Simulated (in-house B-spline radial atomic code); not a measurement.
Sb³⁺. Computed with a B-spline radial atomic code. Model: all-electron spherical atom, spin shells full or empty, radial basis limit, no spin-orbit coupling: exact exchange with a local potential (Slater, KLI or optimised effective potential, whose far tail is KLI's), no correlation.

The run also made RPA and GW results, which its time includes.

The Slater potential averages the orbital exchange potentials with the orbital densities as weights, KLI adds orbital constants, and the optimised effective potential minimises the exact-exchange energy among local potentials. So their energies lie above Hartree-Fock in the order OEP, KLI, Slater. All fall off as −1/r, unlike LDA and GGA exchange.

Command:
```bash
python run_gw.py task.json out
```
Settings (nuclear radius in fm, other lengths in bohr, energies in hartree):
```
Z                      51
electrons              48
configuration          [Kr] 4d10 5s2
hamiltonian            x2c
method                 slater
lmax                   9
rms_radius             4.6802
spin_polarised         False
box_radius             14.14
intervals              100
ion_configuration      [Kr] 4d10 5s1
```

Time taken, with all properties: 19 s on 1 thread of Arm Neoverse V1, on a shared host.

Given: hamiltonian one-electron scalar X2C; mean-field start Slater potential.

Computed: energy above Hartree-Fock 445.48 millihartree.

| radius (bohr) | r times exchange potential (hartree bohr) |
| --- | --- |
| 0.00098 | -0.058916 |
| 0.00123 | -0.073795 |
| 0.00154 | -0.092127 |
| 0.00194 | ? |
| 0.00243 | -0.14388 |
| 0.00305 | -0.17905 |
| 0.00383 | -0.22211 |
| 0.0048 | ? |
| 0.00602 | -0.33527 |
| 0.00756 | -0.40753 |
| 0.00948 | -0.48897 |
| 0.0119 | -0.57831 |
| 0.0149 | -0.66974 |
| 0.0187 | -0.75791 |
| 0.0235 | -0.83135 |
| 0.0295 | -0.87605 |
| 0.037 | -0.89031 |
| 0.0464 | -0.9137 |
| 0.0583 | -1.0062 |
| 0.0731 | -1.1604 |
| 0.0917 | -1.3173 |
| 0.115 | -1.4123 |
| 0.144 | -1.4105 |
| 0.181 | -1.417 |
| 0.227 | -1.5879 |
| 0.285 | -1.7969 |
| 0.358 | -1.8677 |
| 0.449 | -1.705 |
| 0.564 | -1.5167 |
| 0.707 | -1.6831 |
| 0.887 | -1.8419 |
| 1.11 | -1.8066 |
| 1.4 | -1.58 |
| 1.75 | -1.2993 |
| 2.2 | -1.1141 |
| 2.76 | -1.0417 |
| 3.46 | -1.0153 |

Question: What belongs in the row 0.00194?

Answer: r times exchange potential (hartree bohr): -0.11556.

Question: What belongs in the row 0.0048?

Answer: r times exchange potential (hartree bohr): -0.27371.

| occupied | level (hartree) | Hartree-Fock level (hartree) |
| --- | --- | --- |
| 1s | -1121.9 | -1127.2 |
| 2s | -173.34 | -175.95 |
| 2p | -156.41 | -157.91 |
| 3s | -35.663 | -36.873 |
| 3p | -30.062 | -30.83 |
| 3d | ? | ? |
| 4s | -7.0685 | -7.5645 |
| 4p | -5.3323 | -5.6179 |
| 4d | ? | ? |
| 5s | -1.6838 | -1.5391 |

Question: What belongs in the row 3d?

Answer: level (hartree): -21.391; Hartree-Fock level (hartree): -21.593.

Question: What belongs in the row 4d?

Answer: level (hartree): -2.7649; Hartree-Fock level (hartree): -2.6973.

| empty | level (hartree) |
| --- | --- |
| 5p | -1.2829 |
| 5d | ? |
| 6s | -0.7526 |
| 6p | -0.62714 |

Question: What belongs in the row 5d?

Answer: level (hartree): -0.7892.

The highest level, 5s, differs from Hartree-Fock by -3.9 eV and the deepest, 1s, by +146 eV: the Slater potential lacks the response part and is deeper than the optimised one throughout, so the top level comes too deep.
